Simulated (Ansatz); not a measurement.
`C[SiH](N)Cl` → `C[Si]Cl` + NH₃ at 298.15 K and 1 bar (silylene formation by 1,1-elimination).

Calculated with Ansatz (gas phase, PBE0-D4/def2-TZVP geometries, no zero-point term in ΔE). CCSD(T)/CBS adds triple-zeta CCSD(T) − MP2 to the extrapolated MP2 energy (def2 sets, frozen cores). This one scheme is used for every species. Each species was taken in one conformer, which may not be the lowest.

```tsv
species	CCSD(T)/CBS energy (Eh)	H − E (kJ/mol)	S (J/(mol·K))
`C[SiH](N)Cl`	-845.32705	213.2	331.2
`C[Si]Cl`	-788.72093	111.6	297.8
NH₃	-56.50880	100.5	192.4
```

H − E and S are ideal-gas, rigid-rotor, harmonic terms from PBE0-D4/def2-TZVP, for one conformer and one mirror image of each species. 1 Eh = 2625.50 kJ/mol, R = 8.31446 J/(mol·K).

By hand: ΔE, ΔH, ΔS and ΔG.

ΔE = (-788.72093) + (-56.50880) − (-845.32705) = 0.09732 Eh = 255.5 kJ/mol. Δ(H − E) = 111.6 + 100.5 − 213.2 = -1.1, so ΔH = 254.4 kJ/mol. ΔS = 297.8 + 192.4 − 331.2 = 159.0 J/(mol·K). ΔG = 254.4 − 298.15 × (159.0)/1000 = 207.0 kJ/mol.

By hand: the equilibrium constant, and the temperature at which ΔG would vanish if ΔH and ΔS stayed fixed.

log₁₀ K = −ΔG/(RT ln 10) = -36.3. ΔG = 0 at ΔH/ΔS = 1600 K.

The number of gas molecules changes by +1, which sets the sign of ΔS. A doubt of 5 kJ/mol in ΔE shifts log₁₀ K by 0.9 here. Other conformers and mirror images would add mixing entropy, several J/(mol·K) or more a flexible species. These are equilibria of isolated gas molecules and say nothing of rates. Largest T1 diagnostic: 0.012 (customary marks: 0.02 for closed shells, 0.045 for open ones).
